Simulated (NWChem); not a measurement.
# I2 anion, doublet

Results from NWChem. Spin-unrestricted. Structure relaxed at the B3LYP/def2-SVPD, spin-unrestricted level. No stability test was run on the SCF state. def2 effective core potentials on I; no spin-orbit coupling. Level: PBE/def2-SVPD with COSMO at NWChem's default radii, gas-phase geometry; rows give the dielectric constant. Reactions with the solvent are ignored.

| dielectric constant | electrostatic solvation energy (kcal/mol) |
|---|---|
| 1.5 | -16.1 |
| 2.4 | -28.4 |
| 20.7 | -46.8 |
| 25.0 | -47.3 |
| 78.4 | ___ |

**Question.** Fill in the missing entries.

**Answer.** 
- 78.4, electrostatic solvation energy (kcal/mol): -48.6
